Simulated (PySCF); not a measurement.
Sn(OH)(NH2)3 (H7N3OSn), SMILES [NH2][Sn]([NH2])([NH2])[OH].

Coordinates come from a PBE0-D3(BJ)/def2-SVP optimisation. The def2 effective core potentials stand for the cores of Sn; spin–orbit coupling is left out. One conformer was computed; it need not be the lowest.

All values below come from IEF-PCM-M06-2X/def2-SVP run with PySCF.

The values are the electrostatic part of the solvation free energy, E(continuum) − E(gas) at the gas-phase geometry, in a cavity of scaled van der Waals radii (PySCF's table); cavitation and dispersion terms are not included. A continuum can't describe solvent molecules that bind to the metal. In vacuum the orbital gap is 9.34 eV. The dipole moment in vacuum is 1.30 D.

Question: Estimate the values in water (ε = 78.36), dimethylsulfoxide (ε = 46.83), tetrahydrofuran (ε = 7.43). (The exact figures need the calculation; the answer reports its results.)

Answer: 
```
solvent                ε  ΔG(elec) (kcal/mol)  dipole (D)  gap (eV)
-----------------  -----  -------------------  ----------  --------
water              78.36                -12.6        1.63      9.51
dimethylsulfoxide  46.83                -12.4        1.62      9.51
tetrahydrofuran     7.43                -10.2        1.56      9.48
```
